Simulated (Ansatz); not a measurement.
```yaml
crystal:
  periodic: [false, false, false]
  atoms:
    - {symbol: O, position_ang: [-1.126424, 2.094011, 0.271026]}
    - {symbol: Si, position_ang: [0.175962, 1.229995, 0.650156]}
    - {symbol: C, position_ang: [-0.409291, -0.387121, -0.281528]}
    - {symbol: Si, position_ang: [1.097190, -1.878689, 0.114495]}
    - {symbol: H, position_ang: [-1.441050, 2.577380, -0.289995]}
    - {symbol: H, position_ang: [0.369442, 1.018855, 1.643267]}
    - {symbol: H, position_ang: [1.403176, 1.684309, -0.470439]}
    - {symbol: H, position_ang: [-1.202511, -0.956084, 0.006678]}
    - {symbol: H, position_ang: [-0.440213, -0.311756, -1.463986]}
    - {symbol: H, position_ang: [1.124870, -3.153513, -0.979784]}
    - {symbol: H, position_ang: [1.128096, -2.211045, 1.227857]}
basis:
  gaussian: {orbitals: x2c-TZVPPall}
magnetization: {spin_polarized: true, initial_magnetization: 7}
hamiltonian: {xc: {name: r2SCAN50}, dispersion: d3bj}
scf: {lower_state_search: light}
output: {forces: true}
```

```sh
$ ansatz run in.yaml --threads 4 --pin off --events-out ev --progress --plain --max-ram 10444MiB
```

Shortened log:

```
Warning: the engine holds no damping parameters fitted to this dispersion correction and functional, so the run takes those fitted to r2scan50 beside the three-body term, which d3bj leaves out (hamiltonian.dispersion, under Limitations)
Functional definition: r2SCAN50
1453 factors; their error is unknown
mean field evaluation 1: about -18950.6518 eV, gradient 3.9e1 eV
mean field evaluation 2: about -18928.8980 eV, gradient 6.9e1 eV
mean field evaluation 4: about -18958.4461 eV, gradient 6.9e0 eV
mean field evaluation 8: about -18959.1701 eV, gradient 3.9e-1 eV
mean field evaluation 16: about -18959.2728 eV, gradient 2.5e-2 eV
mean field evaluation 32: about -18959.2729 eV, gradient 4.7e-5 eV
mean field -18959.27290209 eV, -696.7404280949 hartree, gradient 1.3e-5 eV, S^2 15.770412; 4 other end points of the search recorded, 0 dependent functions left out
reference -18959.27291229 eV, -696.7404284699 hartree; 28, 21 occupied and 216, 223 virtual orbitals, 1453 factors
Total energy: -18959.36597787 eV, -696.7438485669 hartree
Relativity: scalar
Atom 0 at    -1.126424     2.094011     0.271026 Å, force     5.043421    -7.564413     9.380773 eV/Å
Atom 1 at     0.175962     1.229995     0.650156 Å, force    -5.767619     2.872478   -19.006478 eV/Å
Atom 2 at    -0.409291    -0.387121    -0.281528 Å, force    -0.063518     5.182103    -4.632258 eV/Å
Atom 3 at     1.097190    -1.878689     0.114495 Å, force     2.250535     6.085017    -8.406767 eV/Å
Atom 4 at    -1.441050     2.577380    -0.289995 Å, force    -4.997423     7.979127    -9.477546 eV/Å
Atom 5 at     0.369442     1.018855     1.643267 Å, force     3.053479    -5.058690    23.406461 eV/Å
Atom 6 at     1.403176     1.684309    -0.470439 Å, force     1.816886     0.266781    -3.768367 eV/Å
Atom 7 at    -1.202511    -0.956084     0.006678 Å, force    -2.051521    -1.354583     1.321005 eV/Å
Atom 8 at    -0.440213    -0.311756    -1.463986 Å, force     0.217153    -0.241040     2.261926 eV/Å
Atom 9 at     1.124870    -3.153513    -0.979784 Å, force     0.234783    -4.193852    -2.806685 eV/Å
Atom 10 at     1.128096    -2.211045     1.227857 Å, force     0.263824    -3.972928    11.727938 eV/Å
Dipole moment:    -0.448147     0.225251    -0.469806 e Å
```

(1) Something in this input is off. What?

## Answers

(1) The spin is set far too high for this molecule. Self-consistency was reached. The result belongs to that input, not to the molecule as meant.
